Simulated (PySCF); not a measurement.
# Ionisation of aluminum chloride

System: aluminum chloride, `[Cl][Al]([Cl])[Cl]` (AlCl3). Atom numbers as in the mapped SMILES `[Cl:1][Al:2]([Cl:3])[Cl:4]`.

Computed at ωB97X-D3(BJ)/ma-def2-TZVP // PBE0-D3(BJ)/def2-SVP with PySCF (density fitting, grid level 2). ωB97X-D3(BJ) is ωB97X-V with D3(BJ) in place of VV10. Zero-point and thermal terms (298.15 K, 1 bar) come from unscaled PBE0-D3(BJ)/def2-SVP harmonic frequencies, with soft modes damped to free rotors in the entropy.

Frontier levels of the parent: HOMO -11.91 eV, LUMO 0.15 eV.

Oxidation to the radical cation:
- Vertical ionisation energy (electronic): 12.08 eV
- Adiabatic ionisation energy (with zero-point energy): 11.53 eV
- Adiabatic, electronic part: 11.55 eV
- Vertical gap at the product's structure: 10.37 eV
- Inner reorganisation energy (four-point): 1712 meV
- Relaxation of product / of parent: 537 / 1175 meV
- ⟨S²⟩ of the product: 0.758
- Largest spin populations: Cl4 0.52, Cl3 0.51
- Largest changes of atomic charge: Cl4 0.37, Cl3 0.36, Cl1 0.15, Al2 0.12
- Distances that move most (Å): Cl1–Al2 2.078 → 2.018; Al2–Cl3 2.077 → 2.136; Al2–Cl4 2.078 → 2.137

Measured values (NIST Chemistry WebBook, evaluated or the median of agreeing entries): vertical ionisation energy 12.01 eV (computed 12.08, difference 0.07).

Note: spin-orbit coupling is left out of the energies, which matters for open shells on the heavier atoms; Cl1 and Cl4 are equivalent in the parent, but the relaxed radical cation is symmetry-broken (D3h to C2v), as a Jahn-Teller-type distortion or an artefact of the method; its spin populations, distances and adiabatic value belong to that structure.

Hardware: 1 thread of Arm Neoverse V1, shared with other jobs. Command: `OMP_NUM_THREADS=1 python redox_run.py task.json out`. Structures, frequencies and single points: 3.3 min.
